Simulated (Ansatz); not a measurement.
Molecule: CH3Mg, charge 0, multiplicity 2. SMILES: [CH3][Mg]
Structure (B3LYP-D3(BJ)/def2-TZVP (Ansatz, a first-principles code) minimum search):
```xyz
5

Mg    -0.6872    -0.3966    -0.5519
C      0.8270     0.4772     0.6641
H      1.3509    -0.2981     1.2286
H      0.3829     1.1853     1.3681
H      1.5509     1.0082     0.0409
```
Charge 0, spin multiplicity 2.

Wanted: atomisation energy, in kcal/mol. Set-up: spin-orbit terms left out; dispersion terms only where a functional's name holds one; 6-31G* and kin with 6d, 5d where marked; atomisation electronic, to ground-state atoms; non-relativistic; open shells spin-unrestricted. First-principles rows: single points at B3LYP-D3(BJ) geometries (Ansatz). The spin state of an ion or metal species was assumed, not searched.

```tsv
species	coefficient	E at HF/6-31G* (Ansatz), Eh	E at PBE/def2-TZVPD (Ansatz), Eh
[CH3][Mg] (CH3Mg)	-1	-239.17450	-239.77772
C atom	+1	-37.68086	-37.79605
H atom	+3	-0.49823	-0.49962
Mg atom	+1	-199.59561	-199.94298
```

 1 Eh = 627.5095 kcal/mol.

Compute it at each level from the table.


- HF/6-31G*: the sum of coefficient times E is 0.40334 Eh, or 253.10 kcal/mol. Result: 253.1 kcal/mol.
- PBE/def2-TZVPD: the sum of coefficient times E is 0.53983 Eh, or 338.75 kcal/mol. Result: 338.7 kcal/mol.
